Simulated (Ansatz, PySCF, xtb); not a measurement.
Bonds broken one at a time in the series B Br-I. Gas-phase values, no solvent. Strings in code marks are SMILES.

Quantity: homolytic bond dissociation enthalpy at 298 K (no spin–orbit term), in kcal/mol. Thermal and zero-point terms are GFN2-xTB rigid-rotor harmonic values (xtb).

Level 1: frozen-core CCSD(T)/def2-TZVPP // PBE-D3(BJ)/def2-TZVP (Ansatz, a program for electronic structure)
Level 2: PBE-D3(BJ)/def2-TZVP (PySCF)
Level 3: M06-2X/6-31G* (LANL2DZ on I) // PBE-D3(BJ)/def2-TZVP (PySCF)
Level 4: HF/def2-TZVPP // PBE-D3(BJ)/def2-TZVP (Ansatz)

| species | level 1 | level 2 | level 3 | level 4 |
|---|---|---|---|---|
| B–I bond of `BrB(I)I`, giving `Br[B]I` and `[I]` | 83.2 | 85.3 | 82.6 | 53.0 |
| I–B bond of `IB(I)I`, giving `I[B]I` and `[I]` | 82.4 | 84.5 | 83.1 | 52.2 |
| Br–B bond of `BrB(Br)I`, giving `Br[B]I` and `[Br]` | 99.5 | 101.7 | 96.7 | 69.8 |
| Br–B bond of `BrB(I)I`, giving `I[B]I` and `[Br]` | 98.4 | 100.7 | 96.7 | 68.8 |
| B–I bond of `BrB(Br)I`, giving `Br[B]Br` and `[I]` | 84.2 | 86.1 | 82.4 | 53.9 |
